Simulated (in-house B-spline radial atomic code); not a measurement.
Results of a calculation; reference values are marked as such.
Ghost states of the separable form: B

B, [He] 2s2 2p1, non-relativistic PBE, spherical and spin-unpolarised, from a B-spline radial code for spherical atoms (atomic units; all potentials screened as in the neutral atom).

Troullier-Martins channels: 2s (ε = -0.3469, r_c = 1.793 bohr), 2p (ε = -0.1326, r_c = 2.63 bohr). In the Kleinman-Bylander form one channel serves as the local potential, and each other channel l becomes |δV u><u δV|/<u|δV|u>, with δV = V_l − V_local and u the pseudo-orbital. Its strength is E_KB = <u|δV²|u>/<u|δV|u>. By the analysis of Gonze, Stumpf and Scheffler a spurious state lies below the reference level ε if E_KB > 0 and ε is above the second level of the local potential alone, or if E_KB < 0 and ε is above its first. The table's levels are those of angular momentum l in a sphere of 9 bohr, whose wall can lift a shallow ε a little above its free-atom value.

| local | channel | <u δV u> | <u δV² u> | ε | first local level | second local level |
| --- | --- | --- | --- | --- | --- | --- |
| p | s | 0.30177 | 0.56249 | -0.3469 | -1.0904 | -0.0252 |
| s | p | -0.23803 | 0.41861 | -0.1323 | -0.0365 | 0.1578 |

(1) Apply the rule to each row.

Diagonalising the separable Hamiltonian gives:

| local | channel | three lowest levels | all-electron, two lowest valence levels |
| --- | --- | --- | --- |
| p | s | -0.3469, 0.0441, 0.3345 | -0.3469, 0.0433 |
| s | p | -0.1323, 0.0990, 0.3917 | -0.1323, 0.0987 |

(2) Which choices of local channel are safe?

Answers

(1) Local p, channel s: E_KB = +1.86, so ε = -0.3469 is set against -0.0252: no ghost. Local s, channel p: E_KB = -1.76, so ε = -0.1323 is set against -0.0365: no ghost.

(2) All are free of ghosts. Among the safe choices the second level, which tests transfer, is off by at most 0.3 millihartree (s local), 0.8 millihartree (p local).
